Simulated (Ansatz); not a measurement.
This geometry of C₄H₁₁NSi (17 atoms, charge 0, multiplicity 1) is a first-order saddle point.

Theory: Ansatz, RKS PBE0-D4/def2-SVP.

```xyz
17
Properties=species:S:1:pos:R:3
C -1.616 -1.298 -0.640
C -0.323 -1.137 0.123
C 0.991 -0.945 -0.689
Si 0.547 0.479 0.415
C -0.103 2.035 -0.390
N 1.360 0.683 1.915
H -2.491 -1.228 0.025
H -1.663 -2.273 -1.156
H -1.734 -0.521 -1.413
H -0.209 -1.870 0.934
H 1.821 -1.616 -0.437
H 0.856 -0.843 -1.774
H -0.638 1.796 -1.321
H 0.721 2.723 -0.641
H -0.792 2.570 0.282
H 0.947 0.424 2.800
H 2.309 1.020 2.006
```

Which two structures does it join? (They come from a converged band through this point; their orientation in space is the band's.)

No bond is made or broken. The height of N6 over the plane of its neighbours goes from 0.25 to -0.24 Å.

Image 0:

```xyz
17
Properties=species:S:1:pos:R:3
C -1.627 -1.297 -0.632
C -0.341 -1.129 0.142
C 0.987 -0.954 -0.666
Si 0.526 0.484 0.415
C -0.073 2.052 -0.399
N 1.241 0.782 1.962
H -2.509 -1.218 0.023
H -1.670 -2.277 -1.139
H -1.736 -0.528 -1.415
H -0.239 -1.861 0.956
H 1.806 -1.632 -0.398
H 0.861 -0.880 -1.754
H -0.574 1.822 -1.351
H 0.765 2.732 -0.618
H -0.781 2.585 0.254
H 1.231 0.030 2.642
H 2.117 1.290 2.016
```

Image 10:

```xyz
17
Properties=species:S:1:pos:R:3
C -1.621 -1.305 -0.677
C -0.340 -1.160 0.110
C 0.990 -0.969 -0.677
Si 0.544 0.440 0.435
C -0.105 2.019 -0.334
N 1.415 0.555 1.926
H -2.506 -1.236 -0.025
H -1.666 -2.275 -1.203
H -1.722 -0.520 -1.444
H -0.241 -1.896 0.920
H 1.812 -1.648 -0.424
H 0.872 -0.844 -1.761
H -0.659 1.798 -1.258
H 0.718 2.706 -0.587
H -0.784 2.548 0.354
H 0.923 0.843 2.766
H 2.352 0.944 1.918
```

How far does it lie above each of them?

0.017 eV above the first and 0.016 eV above the second. This is the barrier of this one path; another mechanism may lie lower.

Time of the run: 4 min on 2 threads of Intel(R) Xeon(R) 6975P-C (Granite Rapids), with other jobs on the host, peak memory 0.44 GiB.
